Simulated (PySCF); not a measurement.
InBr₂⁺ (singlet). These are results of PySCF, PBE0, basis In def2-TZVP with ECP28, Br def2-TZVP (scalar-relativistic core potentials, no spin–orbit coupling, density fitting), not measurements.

Harmonic bands of its minimum:

| ω (cm⁻¹) | IR (km/mol, summed over degenerate members) | degeneracy |
| --- | --- | --- |
| 68 | 9.3 | 2 |
| 236 | 0.0 | 1 |
| 372 | 31.6 | 1 |

Q: The central atom is In. Infer the point group and assign the bands.

A: D∞h. The modes span πu + σg+ + σu+: 68 πu, 236 σg+, 372 σu+. The computed geometry has In–Br 2.345 Å (×2); Br–In–Br 180.0°.

Only a few start shapes were tried, so a lower isomer may exist.
